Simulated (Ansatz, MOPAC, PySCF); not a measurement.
Series SiXY, Y = hydroxy, computed as singlets and as triplets. Gas-phase values, no solvent. One relaxed conformer stands for each flexible species; it need not be the lowest. Strings in code marks are SMILES.

Quantity: adiabatic spin-state energy, in kcal/mol. Semi-empirical values (MOPAC) are differences of heats of formation.

Level 1: HSE06/cc-pVTZ // PBE0-D3(BJ)/def2-TZVP (Ansatz, a first-principles code)
Level 2: PBE-D3(BJ)/def2-TZVP // PBE0-D3(BJ)/def2-TZVP (PySCF)
Level 3: PM6 // PBE0-D3(BJ)/def2-TZVP (MOPAC)
Level 4: PM7 // PBE0-D3(BJ)/def2-TZVP (MOPAC)

```json
[
 {"species": "`O[Si]S`: multiplicity 3 minus multiplicity 1", "level 1": "45.0", "level 2": "45.7", "level 3": "13.4", "level 4": "-8.52"},
 {"species": "`C#C[Si]O`: multiplicity 3 minus multiplicity 1", "level 1": "39.9", "level 2": "40.5", "level 3": "38.4", "level 4": "-10.3"},
 {"species": "`C=C[Si]O`: multiplicity 3 minus multiplicity 1", "level 1": "35.3", "level 2": "35.1", "level 3": "32.6", "level 4": "-10.2"}
]
```
